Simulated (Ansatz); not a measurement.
Gas-phase electronic energies from Ansatz, PBE0-D4/def2-TZVP geometries. CCSD(T)/CBS adds triple-zeta CCSD(T) − MP2 to the extrapolated MP2 energy (def2 sets, frozen cores). DFT in def2-TZVPP. B3LYP here is the variant with VWN-RPA as its local correlation; programs differ in this. For Br, Ge outer-core shells are correlated without core-valence functions, which leaves a few kJ/mol of doubt a bond. Scalar relativity is left out up to krypton. Each species was taken in one conformer, which may not be the lowest.

`O=C[CH2][GeH3]` + `BrCBr` → `[GeH3][Br]` + `O=CCCBr`  (formal exchange of groups at a Ge–C bond)

| level | ΔE (kcal/mol) | difference from CCSD(T)/CBS |
| --- | --- | --- |
| PBE-D4 | -26.0 | 1.8 |
| r2SCAN-D4 | -28.0 | -0.2 |
| PBE0-D4 | -28.4 | -0.6 |
| B3LYP-D4 | -27.8 | 0.0 |
| ωB97M-V | -28.9 | -1.1 |
| PBE0 | -28.3 | -0.5 |
| B3LYP | -27.9 | -0.1 |
| HF/def2-TZVPP | -34.0 | -6.2 |
| SCS-MP2/def2-TZVPP | -27.9 | -0.1 |
| CCSD/def2-TZVPP | -28.7 | -0.9 |
| CCSD(T)/def2-TZVPP | -27.8 | 0.0 |
| HF/def2-QZVPP | -34.0 | -6.2 |
| MP2/def2-QZVPP | -27.5 | 0.3 |
| SCS-MP2/def2-QZVPP | -27.9 | -0.1 |
| HF/CBS(def2) | -34.0 | -6.2 |
| MP2/CBS(def2) | -27.5 | 0.3 |
| CCSD(T)/CBS | -27.8 | 0 |

Largest T1 diagnostic among the species: 0.013.

From PBE to PBE0 (25 % exact exchange), in def2-TZVPP and without D4, ΔE moves by −2.4 kcal/mol. In def2-TZVPP, CCSD(T) changes the Hartree–Fock value by +6.2 kcal/mol (the triples alone add +0.9 kcal/mol) and MP2 by +6.5 kcal/mol.
